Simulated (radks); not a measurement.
Ionisation of the copper ion Cu3+, [Ar] 3d8, to [Ar] 3d7 as the strength of local exchange is varied. Method: non-relativistic Kohn-Sham, Slater X-alpha exchange (alpha = 2/3 is LDA exchange), no correlation, spin-polarised, spherical densities, point nucleus; open shells are filled with parallel spins first; computed with a radial shooting solver on a logarithmic mesh with Libxc functionals.

alpha  E(Cu3+) (hartree)  exchange (hartree)  IE (eV)  -e of the level emptied (eV)  <r> of it (bohr)
0.667        -1632.89646           -60.62197   56.733                   46.423 (3d)            0.8637
0.746        -1640.09214           -68.09601   58.923                   48.480 (3d)            0.8512
0.835        -1648.23591           -76.58985   61.460                   50.872 (3d)            0.8378
0.872        -1651.63311           -80.14393   62.535                   51.890 (3d)            0.8324
0.951        -1658.90934           -87.77730   64.873                   54.107 (3d)            0.8212

NIST Atomic Spectra Database: 57.38 eV (semi-empirical). The Delta-SCF value meets it near alpha = 0.69. Open shells are spherical and high-spin; term and fine-structure splittings are not resolved.
